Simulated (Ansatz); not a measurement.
C6H14S (`CCSC(C)(C)C`), relaxed with RKS PBE0-D4/def2-TZVP in Ansatz 0.2.0 from a PBE-D4/def2-SVP geometry. The force threshold is 0.005 eV/Å; the program also tests the step.

Charge 0, multiplicity 1.

Start:

```xyz
21

C    -0.493    1.035   -3.042
C    -0.414    0.988   -1.517
S     0.042   -0.707   -0.997
C     0.207   -0.565    0.857
C    -1.121   -0.125    1.486
C     0.560   -1.994    1.300
C     1.340    0.400    1.225
H    -1.251    0.324   -3.427
H     0.482    0.773   -3.500
H    -0.773    2.052   -3.385
H     0.347    1.707   -1.147
H    -1.391    1.267   -1.069
H    -1.404    0.901    1.176
H    -1.942   -0.811    1.198
H    -1.038   -0.123    2.594
H     0.685   -2.027    2.403
H     1.506   -2.336    0.835
H    -0.241   -2.708    1.022
H     1.120    1.438    0.903
H     2.295    0.088    0.757
H     1.482    0.423    2.328
```

```json
{"step": "1", "energy (eV)": "-17277.6507", "largest force (eV/Å)": "0.568", "largest move (Å)": "0.000"}
{"step": "2", "energy (eV)": "-17277.7332", "largest force (eV/Å)": "0.315", "largest move (Å)": "0.030"}
{"step": "3", "energy (eV)": "-17277.7430", "largest force (eV/Å)": "0.084", "largest move (Å)": "0.017"}
{"step": "4", "energy (eV)": "-17277.7433", "largest force (eV/Å)": "0.025", "largest move (Å)": "0.005"}
{"step": "5", "energy (eV)": "-17277.7433", "largest force (eV/Å)": "0.009", "largest move (Å)": "0.005"}
{"step": "6", "energy (eV)": "-17277.7434", "largest force (eV/Å)": "0.007", "largest move (Å)": "0.005"}
{"step": "7", "energy (eV)": "-17277.7434", "largest force (eV/Å)": "0.008", "largest move (Å)": "0.018"}
{"step": "8", "energy (eV)": "-17277.7434", "largest force (eV/Å)": "0.005", "largest move (Å)": "0.012"}
{"step": "9", "energy (eV)": "-17277.7435", "largest force (eV/Å)": "0.005", "largest move (Å)": "0.017"}
{"step": "10", "energy (eV)": "-17277.7435", "largest force (eV/Å)": "0.005", "largest move (Å)": "0.012"}
{"step": "11", "energy (eV)": "-17277.7435", "largest force (eV/Å)": "0.005", "largest move (Å)": "0.011"}
```

End:

```xyz
21

C    -0.510    1.014   -3.014
C    -0.366    0.993   -1.504
S     0.060   -0.683   -0.985
C     0.204   -0.557    0.838
C    -1.118   -0.134    1.462
C     0.558   -1.972    1.279
C     1.316    0.404    1.233
H    -1.295    0.330   -3.343
H     0.421    0.717   -3.502
H    -0.768    2.018   -3.356
H     0.418    1.687   -1.190
H    -1.303    1.298   -1.032
H    -1.401    0.878    1.165
H    -1.921   -0.815    1.173
H    -1.034   -0.143    2.554
H     0.670   -2.001    2.367
H     1.499   -2.300    0.830
H    -0.223   -2.680    0.996
H     1.093    1.428    0.926
H     2.265    0.109    0.782
H     1.436    0.408    2.321
```

Run time 16 s (2 threads of an AMD EPYC 7R13 on a shared host and a share of an NVIDIA H100 80 GB); peak host memory 0.98 GiB.
